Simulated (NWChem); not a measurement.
Species: CH₃CdClO; SMILES C[O][Cd][Cl]

```xyz
7

Cd    -0.0778    -0.5202     0.0000
Cl     0.5792    -2.7155     0.0000
O     -0.4787     1.4256     0.0000
C     -1.8066     1.8966     0.0000
H     -2.3987     1.5972     0.8999
H     -1.7719     3.0108     0.0000
H     -2.3987     1.5972    -0.8999
```
Atoms are numbered in this order, from 1.

Level: PBE-D3(BJ)/def2-SVP with def2 effective core potentials on Cd (NWChem), optimised geometry, unscaled harmonic frequencies. def2 effective core potentials on Cd; no spin-orbit coupling.

```tsv
frequency (cm⁻¹)	IR intensity (km/mol)
73	3.4
87	6.3
157	9.7
224	9.0
356	15.7
525	38.8
1081	178.9
1127	0.0
1140	5.5
1410	1.3
1414	19.8
1431	54.7
2877	149.2
2934	62.6
2977	32.0
```

```
Quantity                                                                           Result
-----------------------------------------------------------------------  ----------------
zero-point energy                                                           25.4 kcal/mol
thermal correction to the enthalpy at 298.15 K (with zero-point energy)     29.9 kcal/mol
heat capacity Cv                                                         17.4 cal/(mol K)
entropy at 298.15 K and 1 atm (symmetry number 1)                        81.7 cal/(mol K)
```

Rigid rotor and harmonic oscillator; modes under 100 cm⁻¹ make the entropy uncertain.
